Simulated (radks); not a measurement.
The numbers below are computed, except where a source is named.
Question: Radial electron density D(r) = 4 pi r^2 rho(r) of an atom or ion with 50 electrons. Level of theory: scalar-relativistic Kohn-Sham, r2SCAN, spin-polarised, spherical densities, finite nucleus; meta-GGA in the generalised Kohn-Sham scheme; Fermi nuclear charge, rms radius of each element as measured or else 0.836 A^(1/3) + 0.57 fm (a radial shooting solver on a logarithmic mesh with Libxc functionals).

```
   r/bohr * D(r) (the largest magnitude, 84.7, reaches the edge; | marks zero)
 0.001139 |*
 0.001316 | *
  0.00152 | *
 0.001755 |  *
 0.002027 |   *
 0.002341 |    *
 0.002703 |     *
 0.003122 |      *
 0.003606 |        *
 0.004164 |          *
 0.004809 |             *
 0.005554 |                *
 0.006414 |                   *
 0.007408 |                      *
 0.008555 |                          *
  0.00988 |                              *
  0.01141 |                                  *
  0.01318 |                                     *
  0.01522 |                                        *
  0.01758 |                                         *
   0.0203 |                                          *
  0.02344 |                                         *
  0.02707 |                                        *
  0.03127 |                                      *
  0.03611 |                                    *
   0.0417 |                                    *
  0.04816 |                                      *
  0.05562 |                                          *
  0.06423 |                                               *
  0.07418 |                                                    *
  0.08567 |                                                      *
  0.09894 |                                                     *
   0.1143 |                                                *
    0.132 |                                           *
   0.1524 |                                      *
    0.176 |                                     *
   0.2033 |                                        *
   0.2348 |                                            *
   0.2711 |                                            *
   0.3131 |                                       *
   0.3616 |                              *
   0.4176 |                     *
   0.4823 |               *
    0.557 |             *
   0.6433 |              *
   0.7429 |               *
   0.8579 |              *
   0.9908 |           *
    1.144 |        *
    1.322 |     *
    1.526 |   *
    1.763 |  *
    2.036 | *
    2.351 |*
    2.715 |*
    3.135 |*
    3.621 *
    4.182 *
     4.83 *
    5.578 *
    6.442 *
    7.439 *
    8.592 *
```

What is the nuclear charge?

Answer: Z = 51. The innermost maximum, from 1s, lies near gamma/Z bohr with gamma = sqrt(1 - (Z/c)^2) = 0.928, here 0.0182 bohr (found: 0.0200), and its height grows with Z. The density is that of the antimony ion Sb+ in [Kr] 4d10 5s2 5p2; the configuration itself is not fixed sharply by these data, and Z only to a few units. D(r) has 4 maxima, at r = 0.0200, 0.0878, 0.256, 0.749 bohr, and minima at 0.0388, 0.168, 0.548 bohr, inside which lie 1.98, 11.15, 28.96 electrons.
